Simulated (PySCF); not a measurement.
Structure problem from calculated spectra and properties.

Formula: C2HCl2F3.

| Quantity | Value |
| --- | --- |
| 13C NMR | chemical shifts (computed TMS as zero) by class: 132.9 (1 C), 81.2 (1 C) ppm [GIAO B97-2/pcSseg-2] |
| 1H NMR | chemical shifts (computed TMS as zero) by class: 5.88 (1 H) ppm [GIAO B97-2/pcSseg-2] |
| Rotational structure | rotational constants A, B, C: 2.109, 1.694, 1.138 GHz [PBE0-D3(BJ)/def2-TZVP] |
| NMR, other nuclei | isotropic shieldings of nuclei other than C and H, by class: 266 (3 F), 718 (2 Cl) ppm [GIAO B97-2/pcSseg-2] |
| Dipole | 1.33 D [B97-2/pcSseg-2] |

Gas-phase values; electronic properties from PySCF, density fitting. Levels stand in brackets. Geometry: PBE0-D3(BJ)/def2-TZVP; no solvent, vibrations or thermal averaging. Each NMR value is the plain mean over a class of atoms that symmetry, rotation or inversion makes alike.

Question: Give a SMILES that accounts for the data.

Answer: Numbering: `[F:1][C:2]([F:3])([F:4])[CH:5]([Cl:6])[Cl:7]`. Its formula, C2HCl2F3, gives 0 degrees of unsaturation, so no ring and no π bond. 2 carbons fall into 2 classes; from least to most shielded: CF3 carbon [C2] (132.9 ppm), CHCl2 carbon [C5] (81.2 ppm). The one hydrogen (5.88 ppm): methine hydrogen. The other shieldings belong to: 266 ppm, fluorine of a CF3 group [F1/F3/F4]; 718 ppm, alkyl chlorine [Cl6/Cl7]. The optimised geometry has point group Cs and is an asymmetric top. Structure: 1,1-dichloro-2,2,2-trifluoroethane, `C(F)(F)(C(Cl)Cl)F`. The assignments are read from this structure; whether some other isomer fits the data as well wasn't checked. NMR values of atoms bound to several Cl lack the spin–orbit term that these neighbours bring.

Shape of the structure used: `[F:1][C:2]([F:3])([F:4])[CH:5]([Cl:6])[Cl:7]`: F1–C2–C5–Cl6 -63°.
